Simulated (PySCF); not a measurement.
C2H4N2OSi, SMILES N#C/N=C/O[SiH3].

Coordinates come from a B3LYP-D3(BJ)/def2-SVP optimisation. The structure was generated by enumeration; whether it is a known compound was not checked. One conformer was computed; it need not be the lowest.

Two levels are set side by side: PBE/def2-TZVP (PySCF) and PBE0/def2-TZVP (PySCF). Same geometry, gas phase. Differences are taken from unrounded values.

```
quantity                      PBE0
---------------------------  -----
orbital gap (eV)              6.65
highest occupied level (eV)  -8.33
lowest empty level (eV)      -1.68
dipole moment (D)             5.16
mean polarisability (bohr³)   66.4
```

Problem. What does PBE give, and how far is it from PBE0? (Estimate from the structure and the level; the computed values follow.)

Solution. 
```csv
quantity,PBE,PBE minus PBE0
orbital gap (eV),4.39,-2.26
highest occupied level (eV),-7.06,1.27
lowest empty level (eV),-2.67,-0.99
dipole moment (D),5.05,-0.11
mean polarisability (bohr³),69.6,3.2
```

Without exact exchange PBE keeps part of each electron's self-repulsion, which lifts occupied levels and narrows the gap. PBE's more diffuse valence density responds more strongly to a field. Differences between two approximate levels are no errors against the true value.

Rough cost on one machine, each run with all the roots and properties that it gave: PBE0 against PBE within a factor of 2.
